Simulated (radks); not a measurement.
The numbers below are computed, except where a source is named.
Q: Ionisation of the molybdenum ion Mo+, [Kr] 4d5, to Mo2+, [Kr] 4d4, under several functionals. Dirac Kohn-Sham, spin-unpolarised, spherical densities, point nucleus; open shells fill j = l - 1/2 first; a radial shooting solver on a logarithmic mesh with Libxc functionals. The NIST Atomic Spectra Database gives 16.2 eV (semi-empirical). Rank these functionals by the error of their Delta-SCF ionisation energy: exchange-only LDA; XLYP; HCTH/407; OLYP; AM05; LDA (Slater exchange, VWN5 correlation); PW91; SOGGA; PBE.

A: From best to worst: HCTH/407 15.534 eV (-0.626); LDA (Slater exchange, VWN5 correlation) 15.531 eV (-0.629); PW91 15.350 eV (-0.810); PBE 15.290 eV (-0.870); XLYP 15.266 eV (-0.894); AM05 15.259 eV (-0.901); OLYP 15.178 eV (-0.982); SOGGA 15.175 eV (-0.985); exchange-only LDA 14.232 eV (-1.928). Spin polarisation and multiplet splitting are left out, so open shells lie too high by an amount that depends on their filling.

Beside tabulated values, note that spin-unpolarised runs miss the spin-polarisation part of the exchange energy of open shells.
